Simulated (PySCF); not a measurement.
HF₅OW (SMILES [OH][W]([F])([F])([F])([F])[F]), singlet, geometry from GFN2-xTB (such geometries of metal compounds can be far from the true shape) (core potentials on W). Base run: PySCF with DF-R2SCAN/def2-SV(P).

The PySCF input:
```python
from pyscf import gto, scf, dft

mol = gto.M(
    atom='''
W     0.006340   -0.013036    0.003011
F    -0.780811    1.605325   -0.370774
F     1.414361    0.932320    0.770313
F     0.842775    0.093800   -1.656488
F    -0.892907    0.009270    1.632683
F    -1.464493   -0.829250   -0.794119
O     0.783059   -1.609947    0.371842
H     1.196016   -2.458975    0.567938
''',
    basis='def2-sv(p)',
    ecp={'W': 'def2-sv(p)'},
    charge=0,
    spin=0,
    verbose=4,
)

mf = dft.RKS(mol)
mf.xc = 'r2scan'
mf = mf.density_fit(auxbasis='def2-universal-jkfit')
mf.kernel()
```

Variants of this job, named by their change:

```tsv
change	ΔE vs base (µEh)	SCF cycles	outcome
base	0.0	12	converged
DIIS = EDIIS	-	50	not converged
init_guess = vsap	-	-	input refused
init_guess = sap	0.0	17	converged
solver = newton; init_guess = 1e	-	-	cut at the time limit
diis_space = 12	0.0	12	converged
solver = newton	0.0	-	converged
init_guess = atom	0.0	13	converged
diis = off; damp = 0.6 (with mf.diis_start_cycle = 200; with mf.max_cycle = 150)	0.0	30	converged
level_shift = 0.3 (with mf.max_cycle = 100)	0.0	15	converged
level_shift = 0.1 (with mf.max_cycle = 100)	0.0	12	converged
DIIS = ADIIS	0.0	31	converged
diis_space = 2	-	50	not converged
```

- init_guess = vsap: ended with `AssertionError: ECP or PP not supported`
